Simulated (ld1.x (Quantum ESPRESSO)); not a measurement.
Results of a calculation; reference values are marked as such.
Potentials for phosphorus (P) compared

Generated with ld1.x 7.5 (TM, RRKJ, ultrasoft, PAW), atompaw 4.2 or ONCVPSP 4.0.1. The cutoff is in Ry: for ld1.x and atompaw files where the sum of valence levels is converged to 10 mRy in a Bessel basis, for ONCV files where the hardest occupied wave has 1 mHa per electron of residual kinetic energy. The error is the largest all-electron minus pseudo excitation energy over each file’s own four to seven test configurations (ionisations up to +4, promotions, holes and added fractions of an electron), all of which were solved. The labels leave out finer settings (local radius, basis sizes, second energies), which also bear on the numbers. Spin-polarised tests are not counted. The rows are a selection from randomly drawn settings: files with unsolved tests, undetermined cutoffs or missed reference levels are left out.

| potential | cutoff (Ry) | largest error (meV) | bound ghosts |
| --- | --- | --- | --- |
| TM, PBEsol, non-relativistic, rc 1.55/1.25 (sp), local smoothed, core correction yes, reference 3s1.5 3p3.5 | 70 | +124 | none |
| RRKJ, LDA (PZ), scalar-relativistic, rc 1.35/1.60 (sp), local p, core correction yes, reference 3s2 3p2.5 | 18 | +206 | none |
| ultrasoft, PBE, non-relativistic, rc 1.55/1.95/2.05 (spd), local d, core correction yes, reference 3s2 3p3 | 15 | -15 | none |

Problem. Fill in the row for P: PAW, LDA (PZ), scalar-relativistic, rc 0.85/0.80/0.70 (spd), local smoothed, core correction yes, reference 2s2 2p6 3s2 3p3.

Solution. cutoff 200 Ry, largest error -2.6 meV, bound ghosts: none.

Problem. Fill in the row for P: TM, PBE, non-relativistic, rc 1.10/1.50/1.35 (spd), local s, core correction yes, reference 3s2 3p1.

Solution. cutoff 70 Ry, largest error +40 meV, bound ghosts: none.

Problem. Fill in the row for P: TM, PBE, scalar-relativistic, rc 1.55/1.50/1.30 (spd), local s, core correction no, reference 3s2 3p2.

Solution. cutoff 30 Ry, largest error +182 meV, bound ghosts: none.
